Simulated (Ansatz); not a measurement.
C2H5AlS, SMILES `C=[C]([AlH2])S`. Charge 0, multiplicity 1.

Z-matrix (Å, degrees):
```
C
C 1 1.340
H 1 1.086 2 120.3
H 1 1.089 2 123.6 3 180.0
Al 2 1.942 1 118.3 3 -0.1
S 2 1.757 1 120.0 3 180.0
H 5 1.584 2 118.1 1 0.2
H 5 1.587 2 118.7 1 -179.8
H 6 1.342 2 97.6 1 180.0
```

Q: Give the diagnostics of a CCSD(T)/def2-TZVPP run (frozen core, Ansatz). (Best estimate.)

A: Ansatz gave: T1 = 0.0125, largest single amplitude 0.016, largest double 0.054, (T) share of the correlation energy 4.4 %, 10 CCSD cycles. The RHF solution is unstable towards an unrestricted one. T1 lies under the customary mark of 0.02 for closed shells.
